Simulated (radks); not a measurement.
The numbers below are computed, except where a source is named.
Spherical quantum dot in the effective-mass picture: electrons in a well V = -V0 / (1 + exp((r - R)/a)) with V0 = 20.9, R = 2.37, a = 0.15, with a point charge +2 (a donor) at the centre, all in effective atomic units (hartree* = m*/eps^2 hartree, bohr* = eps/m* bohr), one dielectric constant everywhere. Level of theory: non-relativistic Kohn-Sham, LDA (Slater exchange, Perdew-Wang correlation), spin-polarised, spherical densities (a radial shooting solver with Libxc functionals). Levels are named by radial order and angular momentum (1s, 1p, 1d, 2s, ...), and open shells are averaged over m.

N = 2, configuration 1s2. This is the lowest configuration that the search found. Occupied and some empty levels:

| level | occupation | eigenvalue (hartree*) | <r> (bohr*) |
|---|---|---|---|
| 1s | 2 | -21.230 | 0.7920 |
| 1p | 0 | -19.449 | 1.292 |
| 2s | 0 | -18.675 | 1.249 |
| 1d | 0 | -18.085 | 1.480 |

Energy (hartree*): total -44.4350, kinetic 3.4394, external -49.083, Hartree 2.3223, exchange-correlation -1.1134. Static polarisability (adiabatic kernel): 0.5131 bohr*^3.
